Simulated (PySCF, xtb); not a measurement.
Si(Br)(OH)(NH2)2 (BrH5N2OSi), SMILES N[Si](O)(Br)N.

xtb with GFN2-xTB at its own geometry gives an orbital gap of 7.24 eV and a dipole moment of 6.57 D.

The structure is a stationary point at PBE0-D3(BJ)/def2-SVP. This is a generated structure with no PubChem entry under its InChIKey; it may be hypothetical. One conformer was computed; it need not be the lowest.

Question: What does PySCF with CAM-B3LYP/def2-TZVP give? (Estimate from the structure and the level; the computed values follow.)

Answer: gap 10.45 eV (levels -9.08 and 1.37 eV), dipole 1.38 D.
